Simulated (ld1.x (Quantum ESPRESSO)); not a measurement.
# carbon (C): excitation energies, all-electron against RRKJ

C (Z = 6), norm-conserving RRKJ (Kleinman–Bylander form), made with ld1.x (Quantum ESPRESSO) 7.5 (PBE, fully relativistic). Core [He], reference 2s2 2p2. Waves: 2s (bound): rc 1.30 bohr; 2p (bound): rc 1.60 bohr; 3d channel at 0.1 Ry: rc 1.35 bohr. Local part: all-electron potential smoothed inside 1.30 bohr (lloc = -1). Core correction: Bessel-smoothed model core inside 1.25 bohr. rho0 = 0.01.

Open shells are filled in proportion to 2j + 1 (rel_dist='average').

Energies are relative to the spin-unpolarised reference configuration 2s2 2p2; without spin polarisation the order of configurations can differ from experiment.

| valence configuration | charge | ΔE all-electron (eV) | error AE − PS (meV) |
| --- | --- | --- | --- |
| 2s2 2p1 | +1 | 10.862 | +13 |
| 2s2 2p0 | +2 | 35.018 | +160 |
| 2s1 2p3 | 0 | 8.478 | +3.5 |
| 2s2 2p2.3 | -0.3 | -1.158 | +0.1 |
| 2s0 2p4 | 0 | 16.975 | +13 |
| 2s2 2p1.5 | +0.5 | 3.963 | +1.6 |

Question: What are ΔE and the potential's error for 2s1 2p0?

Answer: ΔE = 83.212 eV all-electron; the error (AE − PS) is +388 meV.

Levels in the configuration 2s0 2p4:

| level | all-electron (eV) | pseudo (eV) |
| --- | --- | --- |
| 2p j=1/2 | -6.098 | -6.111 |
| 2p j=3/2 | -6.089 | -6.102 |
